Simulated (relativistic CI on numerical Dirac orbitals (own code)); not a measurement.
## Transition arrays of As IX

These numbers are calculated, not measured: Dirac-Coulomb-Breit CI, orbitals from a KLI potential per configuration, a model potential for QED, valence Slater integrals scaled by 0.9, whole transition arrays (own radial code, finite nucleus).

Configuration list (outside the closed core [Ne] 3s2): 3p6.3d7, 3p6.3d6.4f, 3p5.3d8, 3p6.3d6.4p, 3p6.3d6.5f. Levels of other configurations are missing.

All E1 lines from the levels of 3p6.3d7; mean and standard deviation are weighted by gf, and upper levels are sorted by their leading configuration.

| Upper configuration | Lines | Σgf | Mean (eV) | Mean (nm) | σ (eV) | Strongest line (nm) |
| --- | --- | --- | --- | --- | --- | --- |
| 3p6.3d6.4f | 2825 | 247.9 | 147.66 | 8.397 | 3.33 | 8.464 |
| 3p5.3d8 | 317 | 54.9 | 109.66 | 11.306 | 7.05 | 10.631 |
| 3p6.3d6.4p | 1867 | 89.9 | 98.66 | 12.567 | 4.03 | 12.928 |
| 3p6.3d6.5f | 2825 | 178.7 | 172.54 | 7.186 | 3.55 | 7.141 |

Σgf per state of the lower configuration in bins of 0.2 nm over the central range (centre: value): 6.9: 0.13, 7.1: 0.69, 7.3: 0.56, 7.5: 0.09, 7.7: 0.01, 7.9: 0.04, 8.1: 0.21, 8.3: 0.89, 8.5: 0.59, 8.7: 0.27, 8.9: 0.06, 9.1: 0.01, 10.7: 0.15, 10.9: 0.05, 11.1: 0.03, 11.3: 0.04, 11.5: 0.06, 11.7: 0.04, 11.9: 0.09, 12.1: 0.06, 12.3: 0.07, 12.5: 0.16, 12.7: 0.15, 12.9: 0.14, 13.1: 0.10.

Task: How do configuration mixing and the scaling of the Slater integrals move the arrays?

Result: Slater scale 0.9, no configuration mixing: 3p6.3d6.4f 147.6 ± 3.3 eV (Σgf 250.4), 3p5.3d8 108.7 ± 6.9 eV (Σgf 123.5), 3p6.3d6.4p 97.5 ± 3.0 eV (Σgf 53.4), 3p6.3d6.5f 172.5 ± 3.6 eV (Σgf 128.5); Slater scale 1: 3p6.3d6.4f 147.9 ± 3.7 eV (Σgf 250.3), 3p5.3d8 109.6 ± 8.0 eV (Σgf 55.3), 3p6.3d6.4p 98.6 ± 4.2 eV (Σgf 86.2), 3p6.3d6.5f 172.7 ± 4.0 eV (Σgf 182.0); Slater scale 0.8: 3p6.3d6.4f 147.4 ± 3.0 eV (Σgf 245.3), 3p5.3d8 108.4 ± 6.3 eV (Σgf 65.7), 3p6.3d6.4p 98.2 ± 3.5 eV (Σgf 82.3), 3p6.3d6.5f 172.4 ± 3.2 eV (Σgf 175.7). With mixing, levels are counted to their leading configuration, so an array can shrink or vanish into another, and the sums then hold other lines.
